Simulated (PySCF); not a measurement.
This PySCF input asks for the NMR shieldings of `CBN([SiH3])[SiH3]`, CH10BNSi2; the geometry comes from GFN2-xTB.

```python
import basis_set_exchange as bse
import numpy as np
from pyscf import gto, dft
from pyscf.prop import nmr

atoms = """
C     2.157210    0.404906   -0.106111
B     0.956244   -0.591865    0.144249
N    -0.404485   -0.216168    0.051892
Si   -0.879016    1.422103   -0.372487
Si   -1.606837   -1.462694    0.362963
H     2.552522    0.739982    0.853467
H     1.891174    1.295095   -0.670983
H     2.983618   -0.084427   -0.619641
H     1.198204   -1.703670    0.449382
H    -0.295804    2.350813    0.598689
H    -2.338460    1.491299   -0.308469
H    -0.428351    1.713735   -1.736908
H    -1.495627   -2.490480   -0.675063
H    -2.927167   -0.837116    0.313175
H    -1.367638   -2.023524    1.693933
"""
names = dict.fromkeys(["C", "B", "N", "Si", "H"], "pcSseg-1")
basis = {el: gto.basis.parse(bse.get_basis(n, elements=[el], fmt="nwchem")) for el, n in names.items()}
mol = gto.M(atom=atoms, basis=basis, charge=0, verbose=0)
mf = dft.RKS(mol, xc="PBE0")
mf.grids.level = 2
mf.grids.alignment = dft.numint.BLKSIZE   # the property module wants whole blocks of grid points
mf.conv_tol = 1e-9
mf.kernel()

calc = nmr.RKS(mf)   # GIAO
C = mf.mo_coeff
Co = C[:, mf.mo_occ > 0]
resp = mf.gen_response(singlet=True, hermi=2)
def vind(x):   # induced exchange potential for any number of trial vectors
    d = np.einsum("pi,xij,qj->xpq", C, 2 * x.reshape(-1, C.shape[1], Co.shape[1]), Co, optimize=True)
    return np.einsum("xpq,pi,qj->xij", resp(d - d.transpose(0, 2, 1)), C, Co, optimize=True).ravel()
mo1, _ = nmr.rhf.solve_mo1(calc, with_cphf=vind)
sigma = calc.kernel(mo1)
for i, s in enumerate(sigma):   # ppm
    w = np.linalg.eigvalsh((s + s.T) / 2)
    print("%2d %-2s iso %8.1f  s11 %8.1f  s22 %8.1f  s33 %8.1f" % (i, mol.atom_pure_symbol(i), w.mean(), *w))
```

Q: What are the results?

A: 
```
 0 C  iso    177.5  s11    162.5  s22    180.8  s33    189.2
 1 B  iso     47.5  s11      1.3  s22     29.6  s33    111.5
 2 N  iso    176.5  s11     60.3  s22    195.8  s33    273.3
 3 Si iso    399.5  s11    357.5  s22    381.5  s33    459.6
 4 Si iso    388.9  s11    337.1  s22    371.2  s33    458.6
 5 H  iso     31.1  s11     27.4  s22     28.9  s33     37.1
 6 H  iso     31.1  s11     26.5  s22     31.3  s33     35.5
 7 H  iso     30.7  s11     27.2  s22     28.1  s33     36.9
 8 H  iso     25.9  s11     24.3  s22     24.6  s33     28.7
 9 H  iso     26.9  s11     23.5  s22     25.4  s33     31.7
10 H  iso     26.9  s11     23.5  s22     26.5  s33     30.8
11 H  iso     26.8  s11     23.5  s22     25.1  s33     31.7
12 H  iso     26.8  s11     23.3  s22     25.1  s33     32.1
13 H  iso     26.9  s11     23.3  s22     26.5  s33     30.7
14 H  iso     26.8  s11     23.3  s22     25.2  s33     31.9
```

These numbers come from an equivalent density-fitted implementation of the same equations, which agrees with the script to about 0.01 ppm for H and up to a few tenths of a ppm for heavy atoms, so last digits may differ.

Size and cost of the density-fitted run: 149 basis functions, 32 s wall time on 1 thread of an Intel Xeon Platinum 8175M, shared host; peak memory 0.71 GiB.
